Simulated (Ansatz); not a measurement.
Start from `B[SiH](N)Cl` and change one element to get `B[SiH](N)F`.

Ansatz, PBE0-D4/def2-TZVP geometries, multiplicity 1. Each molecule was computed in one conformer, which needn't be the lowest.

```json
{"property": "HOMO energy (ωB97M-V/def2-TZVPP) / eV", "`B[SiH](N)Cl`": "-9.77"}
{"property": "size of the dipole moment (B3LYP/def2-TZVPP) / D", "`B[SiH](N)Cl`": "3.13"}
{"property": "HOMO–LUMO gap (PBE/def2-TZVPP) / eV", "`B[SiH](N)Cl`": "5.12"}
{"property": "LUMO energy (PBE0/def2-TZVPP) / eV", "`B[SiH](N)Cl`": "-0.41"}
{"property": "HOMO energy (B3LYP/def2-TZVPP) / eV", "`B[SiH](N)Cl`": "-7.43"}
{"property": "LUMO energy (ωB97M-V/def2-TZVPP) / eV", "`B[SiH](N)Cl`": "1.38"}
```

What does the change do to each property? (Estimate.)

Ansatz gave: 
```json
{"property": "HOMO energy (ωB97M-V/def2-TZVPP) / eV", "`B[SiH](N)F`": "-10.24", "shift": "-0.47"}
{"property": "size of the dipole moment (B3LYP/def2-TZVPP) / D", "`B[SiH](N)F`": "1.96", "shift": "-1.17"}
{"property": "HOMO–LUMO gap (PBE/def2-TZVPP) / eV", "`B[SiH](N)F`": "3.21", "shift": "-1.91"}
{"property": "LUMO energy (PBE0/def2-TZVPP) / eV", "`B[SiH](N)F`": "-2.39", "shift": "-1.98"}
{"property": "HOMO energy (B3LYP/def2-TZVPP) / eV", "`B[SiH](N)F`": "-7.72", "shift": "-0.29"}
{"property": "LUMO energy (ωB97M-V/def2-TZVPP) / eV", "`B[SiH](N)F`": "-0.41", "shift": "-1.79"}
```

With PBE0 the HOMO falls by 0.32 eV and the LUMO falls by 1.98 eV, so the gap narrows by about 1.66 eV. PBE moves the HOMO by -0.17 eV and ωB97M-V by -0.47 eV. Dipoles are sizes alone; their direction can turn.

B3LYP here is the variant with VWN-RPA as its local correlation; programs differ in this.
